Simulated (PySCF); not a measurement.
H₇NSSi₂.
SMILES: `[SiH2](S[SiH3])N`

Computed with TDDFT B3LYP/def2-SVPD, vertical, gas phase, core orbitals frozen in the response (PySCF 2.14.0, density-fitted response routines). The structure is a single PBE0-D3(BJ)/def2-SVP conformer in the gas phase; no vibrational or solvent corrections. Torsions of this conformer, `[NH2:1][SiH2:2][S:3][SiH3:4]`: N1–Si2–S3–Si4 -41°, H–N1–Si2–S3 -64°, H–N1–Si2–S3 144°.

Orbital energies (eV): HOMO-3 -9.07, HOMO-2 -8.66, HOMO-1 -7.58, HOMO -7.08, LUMO -0.30, LUMO+1 -0.08, LUMO+2 0.14.

Problem. Among the lowest singlets, which states do these configurations lead, and at what energies: HOMO-1→LUMO, HOMO→LUMO, HOMO-1→LUMO+1, HOMO-1→LUMO+2, HOMO→LUMO+2, HOMO→LUMO+1?

Solution. 

```tsv
state	leading configuration	weight	Δε (eV)	E (eV)	E − Δε (eV)	f	other configurations
S1	HOMO→LUMO	0.81	6.78	5.84	-0.93	0.016	H→L+1 (15%)
S2	HOMO→LUMO+1	0.74	7.00	6.06	-0.94	0.034	H→L (14%), H-1→L (9%)
S3	HOMO→LUMO+2	0.95	7.22	6.14	-1.07	0.0050	–
S4	HOMO-1→LUMO	0.78	7.28	6.28	-1.00	0.0027	H-1→L+1 (12%)
S5	HOMO-1→LUMO+1	0.86	7.51	6.63	-0.87	0.036	H-1→L (12%)
S6	HOMO-1→LUMO+2	0.94	7.72	6.80	-0.92	0.0081	–
```

E − Δε runs from -1.07 to -0.87 eV. Among themselves, these states come in the order of their orbital differences. Δε is the difference of the two orbital energies.

H and L stand for HOMO and LUMO. The other states: S7 6.96 eV, f 0.0046, H→L+3 (63%), H→L+4 (30%); S8 7.04 eV, f 0.027, H→L+4 (62%), H→L+3 (32%); S9 7.34 eV, f 0.0080, H→L+5 (71%), H→L+7 (13%); S10 7.40 eV, f 0.0081, H→L+6 (33%), H-2→L (32%), H-1→L+3 (14%).

Problem. Which computed triplets share their leading configuration (75% or more) with a singlet, and how far apart are the partners?

Solution. 

```
configuration  triplet  E(T) (eV)  singlet  E(S) (eV)  E(S) − E(T) (eV)
    HOMO→LUMO       T1       5.52       S1       5.84             +0.33
  HOMO→LUMO+2       T3       5.87       S3       6.14             +0.28
```

The 4 triplets are Tamm–Dancoff values, the singlets full response.

Summed over the main configurations (up to three a state, each over 8%) of all 10 singlets, the electron leaves HOMO with weight 5.83, HOMO-1 with weight 3.04 and HOMO-2 with weight 0.32.

All these states lie below the vertical ionisation energy of 9.21 eV (ΔSCF).
